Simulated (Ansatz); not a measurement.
`C[O][W]([F])([F])([Cl])([Cl])[O]C`, relaxed with RKS PBE0-D4/def2-TZVP in the Gaussian-basis code of Ansatz from a GFN2-xTB geometry. The force threshold is 0.005 eV/Å; the program also tests the step.

The species carries charge 0 and has multiplicity 1. W takes the def2 core potential.

Start:

```xyz
15

C    -1.883    0.905   -0.839
O    -0.554    0.548   -0.588
W     0.374   -0.983   -0.536
F     1.343   -0.514   -2.106
F    -0.931   -1.725   -1.631
Cl    1.437   -2.985   -0.504
Cl   -0.979   -1.631    1.279
O     1.539   -0.272    0.596
C     1.587    0.731    1.568
H    -2.498    0.532   -0.001
H    -1.985    1.994   -0.914
H    -2.211    0.435   -1.780
H     0.921    1.551    1.241
H     1.229    0.312    2.522
H     2.610    1.103    1.693
```

Task: How much energy does the relaxation release, and in how many steps? (An estimate is asked.)

Result: The calculation gave: 30.04 kJ/mol, in 32 steps, 2 of them rejected.

Task: Which bonds change most? (Estimate.)

Result: Computed: W3–Cl6 from 2.267 to 2.324 Å; W3–O8 from 1.773 to 1.819 Å; O2–W3 from 1.791 to 1.835 Å; W3–F4 from 1.904 to 1.863 Å.

Task: Give the relaxed structure. (Best estimate.)

Result: Computed: 
```xyz
15

C    -2.377    0.716   -1.212
O    -1.017    0.662   -0.881
W     0.274   -0.582   -0.490
F     1.304   -0.093   -1.963
F    -0.668   -1.783   -1.574
Cl    1.713   -2.358   -0.072
Cl   -1.064   -1.286    1.294
O     1.251    0.434    0.659
C     2.040    0.515    1.807
H    -2.960    0.494   -0.313
H    -2.613    1.718   -1.574
H    -2.596   -0.030   -1.981
H     2.541    1.484    1.830
H     1.394    0.403    2.682
H     2.776   -0.294    1.787
```
